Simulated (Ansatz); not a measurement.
Species: HgCl₂, charge 0, multiplicity 1. SMILES: [Cl][Hg][Cl]
Geometry: optimised at B3LYP-D3(BJ)/def2-TZVP (Ansatz, an electronic-structure program).

Computed values are from Ansatz. Cores are frozen in the correlated levels unless marked. UHF or UKS for open shells. No spin-orbit coupling. The frozen core is the preceding noble-gas configuration, with the filled d and f shells of earlier blocks. Past Kr the def2 sets carry scalar-relativistic core potentials. CBS(X,Y): correlation extrapolated as X^-3; Hartree-Fock from the larger set. The bracket is a focal-point correction in the basis named.

The atomisation energy De is 450.2 kJ/mol at RI-MP2/CBS(def2-TZVPPD,def2-QZVPPD)+[CCSD(T)-MP2]/def2-TZVPPD, the vertical ionisation energy (to the doublet) comes out as 11.61 eV at RI-MP2/CBS(def2-TZVPPD,def2-QZVPPD)+[CCSD(T)-MP2]/def2-TZVPPD and the total energy is -1072.5953 Eh at RI-MP2/CBS(def2-TZVPPD,def2-QZVPPD)+[CCSD(T)-MP2]/def2-TZVPPD. The dipole moment is 0.00 D at CCSD(T)/def2-SVPD and the T1 diagnostic is 0.015 at CCSD/def2-TZVPPD.
